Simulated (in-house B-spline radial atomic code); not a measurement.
# BSE on G0W0@HF excitations of Ca²⁺

Method: BSE on G0W0@HF. Computed with a B-spline radial code for spherical atoms: linear response of the closed shell [Ne] 3s2 3p6 with a statically screened interaction on G0W0 levels; scalar-relativistic (spin-free one-electron X2C), finite nucleus, no spin-orbit coupling, no double excitations, S, P, D and F terms only. Only terms of natural parity with L up to 3 were computed.

Command:
```bash
python run_td.py task.json out
```
Settings (radii: box in bohr, nucleus in fm):
```
Z                        20
electrons                18
configuration            [Ne] 3s2 3p6
hamiltonian              x2c
method                   bse
box_radius               29.48
rms_radius               3.4776
intervals                74
```

Time taken, with all properties: 10 s on 1 thread of Arm Neoverse N1 (shared host).

The lowest states, in the order of their Tamm-Dancoff energies; the method's threshold (minus the highest G0W0 level) is 51.46 eV. Labels give the largest channel, * marks a mixed state, and oscillator strengths are full-response dipole values. Energies in eV:

```
     state  full response  Tamm-Dancoff  oscillator strength
3p → 3d 3P         26.196        26.264                    -
3p → 3d 3F         26.906        27.062                    -
3p → 3d 1F         29.181        29.197                    -
3p → 4s 3P              ?             ?                    -
3p → 4s 1P          31.25         31.26                0.579
3p → 4p 3S          34.33         34.35                    -
3p → 4p 3D          35.02         35.03                    -
3p → 4p 1D          35.34         35.35                    -
3p → 3d 1P          34.87         35.78                 3.35
3p → 4p 1S          36.67         36.82                    -
3p → 4d 3P          40.56         40.56                    -
3p → 4d 3F              ?             ?                    -
3p → 4d 1F          41.02         41.02                    -
3p → 5s 3P          41.25         41.25                    -
3p → 5s 1P          41.40         41.41                0.146
3p → 5p 3S          42.58         42.59                    -
```

(1) Where does 3p → 4s 3P lie?

(2) Where does 3p → 4d 3F lie?

(3) How large is the singlet-triplet splitting of 3p → 3d (F terms) in Tamm-Dancoff?

(4) What polarisabilities and dispersion coefficient does the method give?

Answers

(1) At 30.70 eV in full response, 30.71 eV in Tamm-Dancoff.

(2) At 40.72 eV in full response, 40.73 eV in Tamm-Dancoff.

(3) 2.13 eV, from the unrounded values.

(4) Dipole 3.169 bohr³, quadrupole 6.702 bohr⁵, C6 10.41 hartree·bohr⁶ for two such species.
